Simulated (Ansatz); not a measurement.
`CNB(O)F` + `[NH2][AlH2]` → `OB(F)[NH][AlH2]` + CH₃NH₂  (ligand exchange at a B–N bond)

Calculated with Ansatz (gas phase, PBE0-D4/def2-TZVP geometries, no zero-point term in ΔE). CBS: MP2 limit from def2 TZ/QZ plus the TZ coupled-cluster correction, frozen cores. This one scheme is used for every species. DFT in def2-TZVPP. One conformer a species, not always the lowest.

```csv
level,ΔE (kJ/mol)
PBE-D4,4.4
B2PLYP,2.7
MP2/def2-TZVPP,1.4
SCS-MP2/def2-TZVPP,0.6
```

(1) What does CCSD(T)/CBS give? (Estimate.)

Largest T1 diagnostic among the species: 0.012.

Results:

(1) Computed: +2.4 kJ/mol. The listed levels differ from it by 2.0, 0.3, -1.0, -1.8 kJ/mol.

Leaving LDA and LC-ωPBE aside and taking each functional with its dispersion term where it has one, the values, not all of them listed here, spread over 3.3 kJ/mol, from BHLYP-D4 to CAM-B3LYP-D4. LDA lies +6.6 kJ/mol from PBE without D4. In def2-TZVPP, CCSD(T) changes the Hartree–Fock value by +3.2 kJ/mol (the triples alone add +0.3 kJ/mol) and MP2 by +3.8 kJ/mol.

CCSD(T)/CBS has its own doubt, a few kJ/mol and more with outer-core shells, so smaller differences from it don't rank the levels.
